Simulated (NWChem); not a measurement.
Molecule: C2H4ClFSi; SMILES C(=C/[SiH2]Cl)/F

```xyz
9

F      0.5072    -2.6797     0.0000
C     -0.7212    -2.1166     0.0000
C     -0.8748    -0.7964     0.0000
Si     0.5849     0.3651     0.0000
Cl    -0.1550     2.3152     0.0000
H     -1.5015    -2.8734     0.0000
H     -1.8936    -0.4174     0.0000
H      1.4266     0.2078    -1.2097
H      1.4266     0.2078     1.2097
```
Atoms are numbered in this order, from 1.

Program: NWChem. Medium grid unless said otherwise, to which SCAN and Minnesota functionals are sensitive. The geometry was optimised at B3LYP/6-31G* (spherical d). Total energies of different functionals are on different scales.

```json
[
 {"level": "PBE/def2-TZVP", "energy (Ha)": "-927.7368", "highest occupied level (eV)": "-6.88", "orbital gap (eV)": "5.09", "dipole (D)": "1.91"},
 {"level": "B3LYP/def2-TZVP", "energy (Ha)": "-928.3154", "highest occupied level (eV)": "-7.89", "orbital gap (eV)": "6.83", "dipole (D)": "1.94"},
 {"level": "M06-2X/def2-TZVP", "energy (Ha)": "-928.1691", "highest occupied level (eV)": "-9.38", "orbital gap (eV)": "9.44", "dipole (D)": "1.94"},
 {"level": "BLYP/def2-TZVP", "energy (Ha)": "-928.2264", "highest occupied level (eV)": "?", "orbital gap (eV)": "5.08", "dipole (D)": "1.89"},
 {"level": "Hartree-Fock/def2-TZVP", "energy (Ha)": "-926.0621", "highest occupied level (eV)": "-10.81", "orbital gap (eV)": "13.69", "dipole (D)": "2.14"},
 {"level": "CAM-B3LYP/def2-TZVP", "energy (Ha)": "-928.2291", "highest occupied level (eV)": "-9.47", "orbital gap (eV)": "9.77", "dipole (D)": "1.96"}
]
```

Problem. Some entries are withheld; supply them.

Solution. 
- BLYP/def2-TZVP, highest occupied level (eV): -6.74
